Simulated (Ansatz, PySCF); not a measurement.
Complex: HCl (SMILES Cl) (first 2 atoms) with C2H2 (SMILES C#C); geometry from B3LYP-D3(BJ)/def2-TZVP, rigid monomers moved along the line of their centres of mass till H2···C4 is 3.32 Å.
(charge 0, multiplicity 1):
```xyz
6

Cl    -0.1177     0.5380    -0.4665
H     -0.1237     0.3436     0.8106
C     -0.5549    -0.5627     3.9794
C      0.2913     0.2754     4.1065
H     -1.3062    -1.3075     3.8710
H      1.0427     1.0189     4.2232
```

Counterpoise-corrected where a basis set is named; no monomer relaxation.

Correlated levels freeze the cores. CBS(a, b) extrapolates the correlation energy as X⁻³ and adds the Hartree–Fock energy of set b.

Run with Ansatz (a program for electronic structure) with Gaussian orbitals; PySCF for the dispersion terms. 

PBE/def2-TZVPPD gives -5.7 kJ/mol for the interaction energy.

### Question
How do the other levels lie against it? Give each less PBE: PBE-D3(BJ)/def2-TZVPPD, r2SCAN/def2-TZVPPD, PBE0/def2-TZVPPD, wB97M-V/def2-TZVPPD, MP2/CBS(aug-cc-pV(D+d)Z, aug-cc-pV(T+d)Z), CCSD(T)/CBS(aug-cc-pV(D+d)Z, aug-cc-pV(T+d)Z).

### Answer
PBE-D3(BJ)/def2-TZVPPD -1.5; r2SCAN/def2-TZVPPD -0.1; PBE0/def2-TZVPPD 0.2; wB97M-V/def2-TZVPPD -0.5; MP2/CBS(aug-cc-pV(D+d)Z, aug-cc-pV(T+d)Z) -0.8; CCSD(T)/CBS(aug-cc-pV(D+d)Z, aug-cc-pV(T+d)Z) -0.4 kJ/mol. 1 of 6 lie above PBE; the widest gap is to PBE-D3(BJ)/def2-TZVPPD.
